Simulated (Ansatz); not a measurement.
Input file for Ansatz (a first-principles code): R-B3LYP-D3(BJ)/def2-TZVP on CH4O (SMILES CO).

Ansatz 0.2 input:
```yaml
crystal:
  periodic: [false, false, false]
  atoms:
    - {symbol: C, position_ang: [-0.14140000, 0.33310000, 0.00000000]}
    - {symbol: O, position_ang: [-0.14140000, -1.08990000, 0.00000000]}
    - {symbol: H, position_ang: [-1.18730000, 0.63850000, 0.00000000]}
    - {symbol: H, position_ang: [0.78430000, -1.37980000, 0.00000000]}
    - {symbol: H, position_ang: [0.34290000, 0.74910000, 0.89180000]}
    - {symbol: H, position_ang: [0.34290000, 0.74910000, -0.89180000]}
basis:
  gaussian:
    orbitals: def2-TZVP
hamiltonian:
  xc: b3lyp
  dispersion: d3bj
relax: {f_tol: 0.004, max_steps: 120}
scf: {lower_state_search: off}
```

Program output:

```
WARN ansatz: RAYON_NUM_THREADS=4 ignored (pool sized by the plan → 4); use --threads N
Functional definition: B3LYP
these checks for a lower state are left out or cut short: stability, starts, cluster_reference, orbital_swaps, neighbouring_geometries, increment
integrals: 0.01 GiB planned
507 factors; their error is unknown
mean field: 0.19 GiB planned
mean field evaluation 1: about -3145.1391 eV, gradient 5.2e1 eV
mean field evaluation 2: about -3139.6195 eV, gradient 7.6e1 eV
mean field evaluation 4: about -3150.4013 eV, gradient 3.2e0 eV
mean field evaluation 8: about -3150.4134 eV, gradient 3.1e-2 eV
mean field evaluation 16: about -3150.4134 eV, gradient 5.0e-6 eV
mean field -3150.41337999 eV, -115.7755562876 hartree, gradient 5.0e-6 eV, S^2 0.000000; 0 other end points of the search recorded, 0 dependent functions left out
the calculation of the forces begins
reference -3150.41358151 eV, -115.7755636934 hartree; 9, 9 occupied and 77, 77 virtual orbitals, 507 factors
relax step   1: F+E_penalty+E_count = -3150.49787308 eV  Δ(F+E_penalty+E_count) = +0.000e0 eV  max|allowed force component| = 5.102e-1 eV/Å  Δτ_max = 0.0000 Å  (15 SCF iters, accepted)
these checks for a lower state are left out or cut short: stability, starts, cluster_reference, orbital_swaps, neighbouring_geometries, increment
integrals: 0.01 GiB planned
507 factors; their error is unknown
mean field: 0.19 GiB planned
mean field -3150.41605820 eV, -115.7756547100 hartree, gradient 1.2e-6 eV, S^2 0.000000; 0 other end points of the search recorded, 0 dependent functions left out
the calculation of the forces begins
reference -3150.41625974 eV, -115.7756621167 hartree; 9, 9 occupied and 77, 77 virtual orbitals, 507 factors
relax step   2: F+E_penalty+E_count = -3150.50052814 eV  Δ(F+E_penalty+E_count) = -2.655e-3 eV  max|allowed force component| = 1.508e-1 eV/Å  Δτ_max = 0.0062 Å  (22 SCF iters, accepted)
these checks for a lower state are left out or cut short: stability, starts, cluster_reference, orbital_swaps, neighbouring_geometries, increment
integrals: 0.01 GiB planned
507 factors; their error is unknown
mean field: 0.19 GiB planned
mean field evaluation 32: about -3150.4165 eV, gradient 1.2e-6 eV
mean field -3150.41646107 eV, -115.7756695152 hartree, gradient 1.2e-6 eV, S^2 0.000000; 0 other end points of the search recorded, 0 dependent functions left out
the calculation of the forces begins
reference -3150.41666268 eV, -115.7756769242 hartree; 9, 9 occupied and 77, 77 virtual orbitals, 507 factors
relax step   3: F+E_penalty+E_count = -3150.50091992 eV  Δ(F+E_penalty+E_count) = -3.918e-4 eV  max|allowed force component| = 3.813e-2 eV/Å  Δτ_max = 0.0041 Å  (22 SCF iters, accepted)
these checks for a lower state are left out or cut short: stability, starts, cluster_reference, orbital_swaps, neighbouring_geometries, increment
integrals: 0.01 GiB planned
507 factors; their error is unknown
mean field: 0.19 GiB planned
mean field -3150.41649477 eV, -115.7756707537 hartree, gradient 1.2e-6 eV, S^2 0.000000; 0 other end points of the search recorded, 0 dependent functions left out
the calculation of the forces begins
reference -3150.41669650 eV, -115.7756781673 hartree; 9, 9 occupied and 77, 77 virtual orbitals, 507 factors
relax step   4: F+E_penalty+E_count = -3150.50094524 eV  Δ(F+E_penalty+E_count) = -2.532e-5 eV  max|allowed force component| = 5.825e-3 eV/Å  Δτ_max = 0.0020 Å  (22 SCF iters, accepted)
these checks for a lower state are left out or cut short: stability, starts, cluster_reference, orbital_swaps, neighbouring_geometries, increment
integrals: 0.01 GiB planned
507 factors; their error is unknown
mean field: 0.19 GiB planned
mean field -3150.41649518 eV, -115.7756707688 hartree, gradient 1.2e-6 eV, S^2 0.000000; 0 other end points of the search recorded, 0 dependent functions left out
the calculation of the forces begins
reference -3150.41669689 eV, -115.7756781815 hartree; 9, 9 occupied and 77, 77 virtual orbitals, 507 factors
relax step   5: F+E_penalty+E_count = -3150.50094945 eV  Δ(F+E_penalty+E_count) = -4.210e-6 eV  max|allowed force component| = 1.029e-3 eV/Å  Δτ_max = 0.0006 Å  (22 SCF iters, accepted)
Total energy: -3150.50115116 eV, -115.7787818189 hartree
Atom 0 at    -0.142111     0.333719     0.000000 Å, force    -0.000401    -0.000237    -0.000000 eV/Å
Atom 1 at    -0.132229    -1.086932     0.000000 Å, force     0.000557    -0.000907     0.000000 eV/Å
Atom 2 at    -1.186909     0.641065    -0.000000 Å, force    -0.000907     0.001029    -0.000000 eV/Å
Atom 3 at     0.781123    -1.389333    -0.000000 Å, force     0.000200    -0.000353     0.000000 eV/Å
Atom 4 at     0.340063     0.750791     0.891185 Å, force     0.000276     0.000234    -0.000009 eV/Å
Atom 5 at     0.340063     0.750791    -0.891185 Å, force     0.000276     0.000234     0.000009 eV/Å
Dipole moment:     0.294363     0.197090    -0.000000 e Å
Checks for a lower state left out: stability, starts, cluster_reference, orbital_swaps, neighbouring_geometries, increment
```

Self-consistency was reached.

Cost: around 5 core-seconds (rough).
